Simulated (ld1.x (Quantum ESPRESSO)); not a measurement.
# What one change does to a pseudopotential (cobalt (Co), TM)

```
Element                 : Co
Generator               : ld1.x (Quantum ESPRESSO) 7.5
Type                    : norm-conserving Troullier–Martins (Kleinman–Bylander form)
Functional              : PBE
Relativity              : fully relativistic
Frozen core             : [Ar]
Valence charge          : 9
Reference configuration : 3d7 4s1 4p0 (charge +1)
Partial waves           : 4s (bound): rc 2.30 bohr; 4p (bound, empty): rc 2.05 bohr; 3d (bound): rc 1.35 bohr
Local potential         : all-electron potential smoothed inside 1.05 bohr (lloc = -1)
Core correction         : a·sin(br)/r model core inside 0.85 bohr
```

Open shells are filled in proportion to 2j + 1 (rel_dist='average').

Change: wave 4s (bound): rc 2.30 bohr becomes 4s (bound): rc 3.14 bohr.

Cutoffs: the cutoffs (Ry, on a coarse ladder) from which the occupation-weighted sum of valence levels, in a spherical-Bessel basis at the reference potential, stays within 10 and 1 mRy of its value at 400 Ry; they do not see the model core or the augmentation charge, which bear on the density cutoff. Errors are all-electron minus pseudo energies relative to the spin-unpolarised reference configuration.

Task: How do hardness, ghosts and transferability respond?

Result: The potential gets neither clearly harder nor softer (140 Ry and 230 Ry → 140 Ry and 230 Ry); both files keep a bound ghost (p, s); of the 6 tests that both files solve, the error grows in 4 and shrinks in 2 by more than 15 % and 0.3 meV (median size 105.6 → 41.9 meV).

| quantity | base | changed |
| --- | --- | --- |
| cutoff, loose | 140 Ry | 140 Ry |
| cutoff, tight | 230 Ry | 230 Ry |
| loose cutoff by channel (10 mRy a level) | s 8 Ry, d 110 Ry | s 6 Ry, d 110 Ry |
| bound ghosts | s, p3/2, p1/2 | s, p3/2, p1/2 |
| tests counted (converged, no solver errors) | 6 of 7 | 6 of 7 |
| error for 3d7 4s2 4p0, meV [ΔE -9.03 eV] | -5.7 | -7.2 |
| error for 3d7 4s0 4p0, meV [ΔE 16.79 eV] | -15 | -43 |
| error for 3d6 4s0 4p0, meV [ΔE 52.66 eV] | -187 | -416 |
| error for 3d5 4s0 4p0, meV [ΔE 108.01 eV] | -1123 | -1611 |
| error for 3d8 4s1 4p0, meV [ΔE -10.23 eV] | -67 | -27 |
| error for 3d8 4s0 4p0, meV [ΔE -2.56 eV] | -144 | -41 |

Base: Tests not counted: 3d7 4s1 4p1 (solver errors, printed error -963 meV). These tests converged, but a pseudo level misses the all-electron one widely, so the file describes the atom poorly there or has found another state: 3d7 4s0 4p0: empty 4p by 2.8 eV; 3d5 4s0 4p0: empty 4s by 6.8 eV (a node warning on the way). Changed file: Tests not counted: 3d7 4s1 4p1 (solver errors, printed error -1.0 eV). These tests converged, but a pseudo level misses the all-electron one widely, so the file describes the atom poorly there or has found another state: 3d7 4s0 4p0: empty 4p by 2.9 eV. A true bound ghost makes a file unfit for plane-wave use even where its test errors are small: the radial tests pick states by their node count and pass the ghost by. Where a test does run into it, the solver fails or the error is huge.
